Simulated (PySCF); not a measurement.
Isomers of C8H10, one GFN2-xTB conformer each. Single-point energies are computed at PBE0/pcSseg-1 (PySCF, gas phase, no added dispersion term), electronic only.

**Question.** Rank them by PBE0/pcSseg-1 energy, lowest first (kcal/mol).
A. 4-methylspiro(2.4)hepta-4,6-diene (`CC1=CC=CC12CC2`)
B. `C1CCC1=C(C#C)C`
C. `[CH:1]#[C:2][C:3]1=[CH:4][CH2:5][CH2:6][CH2:7][CH2:8]1` with C3–C4–C5–C6 -15°, C4–C5–C6–C7 46°, C5–C6–C7–C8 -65°, C6–C7–C8–C3 48°

**Answer.** A (0.0), C (13.6), B (35.8).

As drawn, the lowest has a three-membered ring and a quaternary carbon, which the highest lacks; the highest has a four-membered ring and a C≡C bond, which the lowest lacks. GFN2-xTB itself gives, in the same order: 0.0, 14.3, 30.6. Both levels put the same isomer lowest; measured from each level's own lowest isomer, the values differ by up to 5.2 kcal/mol (C#CC(C)=C1CCC1: 30.6 against 35.8).

**Question.** Which frontier levels, dipoles and rotational constants go with these structures?

**Answer.** 
```json
{"SMILES": "CC1=CC=CC12CC2", "HOMO (eV, PBE0/pcSseg-1)": "-5.90", "LUMO (eV)": "-0.41", "dipole (D)": "1.18", "A, B, C (MHz)": "2940, 2442, 1501"}
{"SMILES": "C#CC1=CCCCC1", "HOMO (eV, PBE0/pcSseg-1)": "-6.62", "LUMO (eV)": "-0.45", "dipole (D)": "1.10", "A, B, C (MHz)": "4646, 1435, 1149"}
{"SMILES": "C#CC(C)=C1CCC1", "HOMO (eV, PBE0/pcSseg-1)": "-6.41", "LUMO (eV)": "-0.46", "dipole (D)": "1.02", "A, B, C (MHz)": "3658, 1473, 1078"}
```
